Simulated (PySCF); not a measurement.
Input of a run (PBE0-D3(BJ)/def2-SVP geometry optimisation, gas phase (PySCF 2.14.0)), started from GFN2-xTB:
```
{"job": {"xc": "PBE0", "basis": "def2-SVP", "d3": "d3bj", "grid": 1, "maxiter": 40, "shake": 0.03, "kind": "geom"}, "charge": 0, "multiplicity": 1}
Ga     0.056700    -0.074050     0.003570
C      1.973490     0.004110    -0.008170
N      3.076710     0.009780    -0.021330
C     -0.914700     1.730420    -0.022210
N     -1.598720     2.695280    -0.045750
C     -0.992430    -1.722490     0.002560
N     -1.509200    -2.745050     0.022780
```

Output (energies in Eh, forces in Eh/bohr):
```
step   0  E = -2202.32991548  max force = 0.170801
step   1  E = -2202.34609415  max force = 0.015043
step   2  E = -2202.34629256  max force = 0.004518
step   3  E = -2202.34659148  max force = 0.006658
step   4  E = -2202.34671097  max force = 0.003440
step   5  E = -2202.34679328  max force = 0.001166
step   6  E = -2202.34681031  max force = 0.000804
step   7  E = -2202.34681700  max force = 0.000553
step   8  E = -2202.34682211  max force = 0.000223
optimisation converged
```

Q: Summarise the run.

A: The energy falls by 44.4 kJ/mol over 9 energy and gradient evaluations, the largest force component goes from 0.1708 to 2.2e-04 Eh/bohr, and the atoms move by 0.071 Å rms after alignment. The bond that changes most is Ga1–C4 (ends: gallium bonded to 3 C; carbon bonded to Ga and N), which shortens by 0.138 Å. Bonds longer at the end by more than 0.005 Å: 2 of 6; shorter: 4. Among the angles that change most is Ga1–C4–N5, from 172.9° to 179.7°. The energy never rose by more than 1e-6 Eh on the way. The first step brought 96 % of the lowering.

Q: What are the final bond lengths?

A: Ga1–C2 1.911 Å, Ga1–C4 1.911 Å, Ga1–C6 1.911 Å, C2–N3 1.160 Å, C4–N5 1.160 Å, C6–N7 1.160 Å. Numbering counts from 1 in the input's order; the species is Ga(CN)3 (`N#[C][Ga]([C]#N)[C]#N`).

The run used 116 basis functions and 67 SCF cycles in all. The run took 1.9 min wall on one thread, Intel Xeon at 2.50 GHz (x86_64) (shared host), and the process peaked at 0.45 GiB of memory.

Stationary, but not proved a minimum.
